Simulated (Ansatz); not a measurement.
# What each rung costs, and what it gives

Saddle point of SiH$_{4}$SO$_{3}$, closed shell (SiH₄SO₃ ([OH][Si]([OH])([OH])[SH]) → SiH₂O₃ ([O][Si]([OH])[OH]) + H₂S (still joined by a long Si–S bond); bonds formed: S2–H4; bonds broken: O3–H4; bonds weakened to dative contacts: Si1–S2), PBE0-D4/def2-TZVP structure:

```csv
atom,x (Å),y (Å),z (Å)
Si1,-0.4087,-0.3631,-0.0624
S2,1.4854,0.9362,0.7941
O3,-0.0502,-1.4547,0.9621
H4,1.2017,-0.3488,1.3339
O5,-1.7060,0.6142,0.0674
O6,-0.0785,-0.4748,-1.6470
H7,2.3184,0.4313,-0.1319
H8,-2.1614,0.5769,0.9116
H9,-0.6008,0.0830,-2.2279
```

Barriers are electronic and count from the start structure reached by relaxing down the imaginary mode.

Program: Ansatz 0.2.0. Basis: as named in each row. Cores are frozen in the correlated methods. B3LYP uses VWN-RPA correlation. Extrapolation: Hartree–Fock as exp(−7.88 √X), correlation as X^−2.97.

Times are rough, for one single point on 4 threads of a shared host (Intel Xeon).

The estimate by CCSD(T) at an estimated basis limit (MP2 extrapolated from triple and quadruple zeta, plus CCSD(T) − MP2 in triple zeta) is 2.183 eV.

```
      method       basis  time (s)  barrier (eV)  method less estimate
          HF      STO-3G   under 1         4.469                 2.286
      PBE-D4      STO-3G   under 1         2.158                -0.025
       SPW92    def2-SVP   under 1         1.831                -0.352
      PBE-D4    def2-SVP         1         1.854                -0.329
    B3LYP-D4       6-31G         2         2.340                 0.157
     PBE0-D4    def2-SVP         2         2.136                -0.047
       SPW92  def2-TZVPP         2         1.802                -0.381
     BLYP-D4  def2-TZVPP         3         1.831                -0.353
      PBE-D4  def2-TZVPP         4         1.831                -0.352
    BHLYP-D4  def2-TZVPP         6         2.342                 0.159
   r2SCAN-D4  def2-TZVPP         6         2.021                -0.162
     PBE0-D4  def2-TZVPP         6         2.101                -0.082
    B3LYP-D4  def2-TZVPP         6         2.056                -0.127
CAM-B3LYP-D4  def2-TZVPP         6         2.156                -0.027
     wB97M-V    def2-SVP         6         2.189                 0.006
     CCSD(T)    def2-SVP         6         2.193                 0.009
  r2SCAN0-D4  def2-TZVPP         8         2.207                 0.024
      B2PLYP  def2-TZVPP        10         2.093                -0.090
    PBE-QIDH  def2-TZVPP        10         2.221                 0.038
  RPA on PBE  def2-TZVPP        11         2.099                -0.084
      B97M-V  def2-TZVPP        12         2.129                -0.054
     wB97X-V  def2-TZVPP        12         2.197                 0.014
     wB97M-V  def2-TZVPP        13         2.157                -0.026
         MP2  def2-QZVPP        32         2.125                -0.058
     CCSD(T)  def2-TZVPP       140         2.175                -0.009
```

All methods are single points on the PBE0-D4 structures.

T1 diagnostic: at most 0.015.

Labels in which every atom is bracketed show which atoms are joined, not bond orders.
